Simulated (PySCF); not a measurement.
C$_{2}$H$_{6}$AlCl, charge -1, doublet, geometry from GFN2-xTB (such geometries of metal compounds can be far from the true shape) (a state made from the parent by changing its charge; the spin is typed, not shown lowest) (in this run its highest filled SCF level lies above zero, so its values depend strongly on the basis, on diffuse functions most of all); TPSS/STO-3G run with PySCF.

Here is a job for PySCF.
```python
from pyscf import gto, scf, dft

mol = gto.Mole()
mol.atom = '''
    Al    0.366959    0.428655    0.481648
    C     1.956928   -0.657010   -0.326562
    H     1.699182   -1.637459   -0.752958
    H     2.724868   -0.854347    0.434322
    H     2.469039   -0.109001   -1.130628
    C    -0.552054   -0.901724    1.802776
    H    -0.819631   -1.883132    1.384723
    H    -1.482855   -0.494449    2.223290
    H     0.096864   -1.110670    2.664672
    Cl   -1.052187    0.580526   -1.173067
'''
mol.basis = 'sto-3g'
mol.charge = -1
mol.spin = 1
mol.verbose = 4
mol.build()

mf = dft.UKS(mol)
mf.xc = 'tpss'
mf.grids.atom_grid = (150, 974)
mf.kernel()
mf.analyze()
```

What the program printed (banner, timings and long lists left out):

```
PySCF version 2.14.0

[INPUT] verbose = 4
[INPUT] num. atoms = 10
[INPUT] num. electrons = 49
[INPUT] charge = -1
[INPUT] spin (= nelec alpha-beta = 2S) = 1
[INPUT] symmetry False subgroup None
[INPUT] Mole.unit = angstrom
[INPUT] Symbol           X                Y                Z      unit          X                Y                Z       unit  Magmom
[...]
nuclear repulsion = 185.749031270939
number of shells = 22
number of NR pGTOs = 102
number of NR cGTOs = 34
basis = sto-3g
ecp = {}

******** <class 'pyscf.dft.uks.UKS'> ********
method = UKS
initial guess = minao
damping factor = 0
level_shift factor = 0
DIIS = <class 'pyscf.scf.diis.CDIIS'>
diis_start_cycle = 1
diis_space = 8
diis_damp = 0
SCF conv_tol = 1e-09
SCF conv_tol_grad = None
SCF max_cycles = 50
direct_scf = True
direct_scf_tol = 1e-13
number electrons alpha = 25  beta = 24
XC library pyscf.dft.libxc version 7.1.2
    S. Lehtola, C. Steigemann, M. J. T. Oliveira, and M. A. L. Marques,  SoftwareX 7, 1–5 (2018)
XC functionals = tpss
    J. Tao, J. P. Perdew, V. N. Staroverov, and G. E. Scuseria,  Phys. Rev. Lett. 91, 146401 (2003)
    J. P. Perdew, J. Tao, V. N. Staroverov, and G. E. Scuseria,  J. Chem. Phys. 120, 6898 (2004)
    J. Tao, J. P. Perdew, V. N. Staroverov, and G. E. Scuseria,  Phys. Rev. Lett. 91, 146401 (2003)
    J. P. Perdew, J. Tao, V. N. Staroverov, and G. E. Scuseria,  J. Chem. Phys. 120, 6898 (2004)
radial grids:
    Treutler-Ahlrichs [JCP 102, 346 (1995); DOI:10.1063/1.469408] (M4) radial grids

becke partition: Becke, JCP 88, 2547 (1988); DOI:10.1063/1.454033
pruning grids: <function nwchem_prune>
grids dens level: 3
symmetrized grids: False
atomic radii adjust function: <function treutler_atomic_radii_adjust>
User specified grid scheme (150, 974)
small_rho_cutoff = 0
Set gradient conv threshold to 3.16228e-05
tot grids = 803640
init E= -773.024255470777

cycle= 1 E= -773.503905483283  delta_E= -0.48  |g|= 0.371  |ddm|=  2.6
cycle= 2 E= -773.47822726728  delta_E= 0.0257  |g|= 0.426  |ddm|= 1.16
cycle= 3 E= -773.598578385504  delta_E= -0.12  |g|= 0.0254  |ddm|= 0.652
cycle= 4 E= -773.599253945247  delta_E= -0.000676  |g|= 0.00228  |ddm|= 0.0703
cycle= 5 E= -773.599260380642  delta_E= -6.44e-06  |g|= 0.000449  |ddm|= 0.0077
cycle= 6 E= -773.59926059767  delta_E= -2.17e-07  |g|= 0.000129  |ddm|= 0.00129
cycle= 7 E= -773.599260612579  delta_E= -1.49e-08  |g|= 2.09e-05  |ddm|= 0.000311
cycle= 8 E= -773.599260613136  delta_E= -5.57e-10  |g|= 3.86e-06  |ddm|= 6.41e-05
[...]
converged SCF energy = -773.599260613152  <S^2> = 0.75069832  2S+1 = 2.0006982
Total Energy =                        -773.599260613151500
[...]
spin_pop of  0 Al 2px      -0.00015
spin_pop of  0 Al 2py       0.00035
spin_pop of  0 Al 2pz      -0.00011
spin_pop of  0 Al 3px       0.02795
spin_pop of  0 Al 3py       0.39963
spin_pop of  0 Al 3pz       0.06197
spin_pop of  1 C 1s        0.00000
spin_pop of  1 C 2s        0.01509
spin_pop of  1 C 2px       0.02955
spin_pop of  1 C 2py       0.01008
spin_pop of  1 C 2pz       0.00801
spin_pop of  2 H 1s        0.00702
spin_pop of  3 H 1s       -0.00246
spin_pop of  4 H 1s       -0.00249
spin_pop of  5 C 1s        0.00000
spin_pop of  5 C 2s        0.01509
spin_pop of  5 C 2px       0.01044
spin_pop of  5 C 2py       0.01553
spin_pop of  5 C 2pz       0.02167
spin_pop of  6 H 1s        0.00702
spin_pop of  7 H 1s       -0.00249
spin_pop of  8 H 1s       -0.00246
spin_pop of  9 Cl 1s        0.00000
spin_pop of  9 Cl 2s        0.00000
spin_pop of  9 Cl 3s        0.00150
spin_pop of  9 Cl 2px       0.00001
spin_pop of  9 Cl 2py       0.00001
spin_pop of  9 Cl 2pz       0.00001
spin_pop of  9 Cl 3px       0.00976
spin_pop of  9 Cl 3py       0.01320
spin_pop of  9 Cl 3pz       0.01816
 ** Mulliken Spin Density (per atom)  **
spin density of  0 Al =      0.82777
spin density of  1 C =      0.06272
spin density of  2 H =      0.00702
spin density of  3 H =     -0.00246
spin density of  4 H =     -0.00249
spin density of  5 C =      0.06272
spin density of  6 H =      0.00702
spin density of  7 H =     -0.00249
spin density of  8 H =     -0.00246
spin density of  9 Cl =      0.04266
 ** Mulliken pop alpha/beta on meta-lowdin orthogonal AOs **
 ** Mulliken pop       alpha | beta **
[...]
In total            25.00000 | 24.00000
 ** Mulliken atomic charges   ( Nelec_alpha | Nelec_beta ) **
charge of  0Al =      0.34395  (     6.74191      5.91414 )
charge of  1C =     -0.32852  (     3.19562      3.13290 )
charge of  2H =     -0.01830  (     0.51266      0.50564 )
charge of  3H =     -0.02785  (     0.51270      0.51516 )
charge of  4H =     -0.02551  (     0.51151      0.51400 )
charge of  5C =     -0.32852  (     3.19562      3.13290 )
charge of  6H =     -0.01830  (     0.51266      0.50564 )
charge of  7H =     -0.02551  (     0.51151      0.51400 )
charge of  8H =     -0.02785  (     0.51270      0.51516 )
charge of  9Cl =     -0.54360  (     8.79313      8.75047 )

WARN: System has nonzero charge -1; the dipole moment is origin-dependent.
Location of origin: [0. 0. 0.]

Dipole moment(X, Y, Z, Debye):  0.89618,  1.11406,  1.18399
```
